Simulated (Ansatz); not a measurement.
Total energies of the cluster PdAu₃ (the lowest doublet isomer of a short search) from Ansatz at PBE0-D4/def2-TZVP, gas phase (1 Eh = 27.2114 eV = 2625.5 kJ/mol). The reference geometry is relaxed at r2SCAN-D4/def2-SVP.

| atom | x (Å) | y (Å) | z (Å) |
| --- | --- | --- | --- |
| Pd1 | 0.0262 | -1.2650 | 0.5160 |
| Au2 | -0.0351 | 0.8619 | 2.0964 |
| Au3 | -0.0248 | 1.2509 | -0.5099 |
| Au4 | 0.0336 | -0.8477 | -2.1024 |

| state | geometry | energy (Eh) |
| --- | --- | --- |
| charge 0 doublet | reference | -535.16834 |
| charge 1 singlet | reference | -534.88762 |
| charge 0 quartet | relaxed at r2SCAN-D4/def2-SVP | -535.11146 |
| free Pd atom (singlet) | – | -127.85727 |
| free Au atom (doublet) | – | -135.70229 |

In the def2 sets Au, Pd take a core potential; there is no spin–orbit coupling.

Question: Work out the vertical ionisation energy to the singlet.

Answer: E(charge 1 singlet) − E(charge 0 doublet) = -534.88762 − (-535.16834) = 0.28072 Eh = 7.64 eV. For comparison, −ε of the highest occupied level of the spin that leaves is 5.96 eV at this level, 1.68 eV less.

Question: Which of the charge 0 states is lowest, and how far above it are the others?

Answer: The doublet. quartet: -535.11146 − (-535.16834) = 0.05688 Eh = 149.3 kJ/mol.

Question: What is the binding energy per atom against free atoms?

Answer: Atoms: 1 × (-127.85727) + 3 × (-135.70229) = -534.96414 Eh. Binding: -534.96414 − (-535.16834) = 0.20420 Eh = 5.56 eV, or 1.39 eV for each of 4 atoms (no zero-point energy, no counterpoise term).

A triplet lies near this restricted singlet, and broken spin symmetry wasn't tried. 

The structure comes from a short search, and lower isomers may exist.
